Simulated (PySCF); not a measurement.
WH₃, SMILES [WH3] (connectivity only; charge and spin as stated), neutral, multiplicity 4.

Geometry: PBE-D3(BJ)/def2-TZVPD. The multiplicity is an assumed one; other spin states were not compared. The def2 effective core potentials stand for the cores of W; spin–orbit coupling is left out.

Two levels are set side by side: PBE/def2-TZVPD (PySCF) and CAM-B3LYP/def2-TZVPD (PySCF). Same geometry, gas phase. Differences are taken from unrounded values.

```csv
quantity,CAM-B3LYP
α-spin orbital gap (eV),6.65
β-spin orbital gap (eV),9.31
dipole moment (D),1.71
mean polarisability (bohr³),52.5
```

Problem. What does PBE give, and how far is it from CAM-B3LYP? (Estimate from the structure and the level; the computed values follow.)

Solution. 
```csv
quantity,PBE,PBE minus CAM-B3LYP
α-spin orbital gap (eV),2.15,-4.50
β-spin orbital gap (eV),4.76,-4.55
dipole moment (D),1.44,-0.28
mean polarisability (bohr³),54.3,1.8
```

Loosely held outer electrons make PBE densities more polarisable. Differences between two approximate levels are no errors against the true value.

Rough cost on one machine, each run with all the roots and properties that it gave: CAM-B3LYP against PBE within a factor of 2.
